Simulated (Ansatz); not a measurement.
BN3H6⁺, that is B(NH2)3 with one electron fewer. Total charge 1; doublet. Geometry PBE-D4/def2-SVP, that of the neutral singlet; atoms count from 1.

```xyz
10

B     0.002   -0.004    0.015
N    -1.231    0.736    0.064
H    -2.112    0.333   -0.247
H    -1.251    1.753    0.064
N     1.247    0.644    0.334
H     2.140    0.213    0.100
H     1.319    1.657    0.407
N    -0.008   -1.405   -0.332
H    -0.883   -1.928   -0.336
H     0.777   -2.000   -0.070
```

(1) Estimate the Mulliken populations from the PBE0/def2-TZVP orbitals of Ansatz.

(2) Where does the spin sit?

(3) And the Mayer bond orders between heavy atoms (over 0.3)?

## Answers

(1) 
| atom | charge (e) | spin (α − β) |
| --- | --- | --- |
| B1 | 0.26 | -0.10 |
| N2 | -0.39 | 0.28 |
| H3 | 0.29 | -0.01 |
| H4 | 0.28 | -0.01 |
| N5 | -0.21 | 0.71 |
| H6 | 0.32 | -0.02 |
| H7 | 0.31 | -0.02 |
| N8 | -0.43 | 0.18 |
| H9 | 0.29 | -0.01 |
| H10 | 0.28 | -0.01 |
Mulliken values depend strongly on the basis.

(2) Summed by element: B -0.10, N 1.17, H -0.07, of 1 unpaired in all. Largest on single atoms: N5 0.71, N2 0.28, N8 0.18.

(3) B1–N2 1.24 (1.44 Å); B1–N5 1.14 (1.44 Å); B1–N8 1.27 (1.44 Å).
